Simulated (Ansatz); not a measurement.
Reaction (formal hydrolysis of a B–Cl bond): `C=COB(O)Cl` + H₂O → `C=COB(O)O` + HCl

Program: Ansatz. Geometries: PBE0-D4/def2-TZVP. ΔE: electronic, gas phase. CBS: MP2 limit from def2 TZ/QZ plus the TZ coupled-cluster correction, frozen cores. This one scheme is used for every species. Functionals use def2-TZVPP. One conformer a species, not always the lowest.

```
             level  ΔE (kJ/mol)
               PBE        -37.8
SCS-MP2/def2-TZVPP        -42.2
   CCSD/def2-TZVPP        -46.6
     HF/def2-QZVPP        -55.4
```

What does CCSD(T)/CBS give? (Estimate.)

The calculation gave: -39.6 kJ/mol. The listed levels differ from it by 1.8, -2.6, -7.0, -15.8 kJ/mol.

Largest T1 diagnostic among the species: 0.012.

From PBE to PBE0 (25 % exact exchange), in def2-TZVPP and without D4, ΔE moves by −3.1 kJ/mol. In def2-TZVPP, CCSD(T) changes the Hartree–Fock value by +11.6 kJ/mol (the triples alone add +2.7 kJ/mol) and MP2 by +16.9 kJ/mol.
